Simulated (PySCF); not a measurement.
A GIAO shielding run with PySCF 2.14.0 with density-fitted response routines (density fitting, non-relativistic, gas phase) on SMILES [Si@H]([C@@H](CC)OC)(N)O[SiH3], C$_{4}$H$_{15}$NO$_{2}$Si$_{2}$:

```
$ OMP_NUM_THREADS=1 python probes_run.py task.json out

{"job": {"kind": "nmr", "xc": "PBE0", "basis": "pcSseg-1"}, "charge": 0, "multiplicity": 1}
C     -0.783773     1.816037    -0.848965
C     -1.374367     0.414057    -0.811890
C     -0.840602    -0.400315     0.368343
O     -1.379844    -1.723211     0.391309
C     -2.695538    -1.827981     0.867988
Si     1.031710    -0.764804     0.383061
N      1.455792    -1.247866    -1.213953
O      1.914984     0.548088     0.747404
Si     3.192873     1.529615     0.636116
H     -1.201020     2.381634    -1.679747
H      0.294621     1.767306    -0.966149
H     -1.004340     2.347622     0.074634
H     -2.464679     0.485250    -0.744314
H     -1.130091    -0.114734    -1.734794
H     -1.129763     0.109469     1.299950
H     -2.804123    -1.329317     1.839665
H     -3.424709    -1.400618     0.169929
H     -2.900712    -2.891723     0.985278
H      1.312391    -1.704115     1.471948
H      0.897944    -1.967593    -1.644120
H      2.430247    -1.388044    -1.429241
H      3.119062     2.349519     1.841613
H      3.064570     2.318218    -0.590167
H      4.407631     0.713269     0.593657
```

Hardware: 1 thread of an Arm Neoverse N1, shared host. The job also computes population analyses, field gradients.

Question: How large is the calculation?

Answer: 90 electrons, 242 basis functions and 1298 auxiliary functions.

Question: How long does it take, and how much memory does it need?

Answer: 2.3 min of wall time, with 14 SCF cycles and 4 response iterations; peak memory 1.1 GiB. Times on a shared host scatter by some tens of per cent.
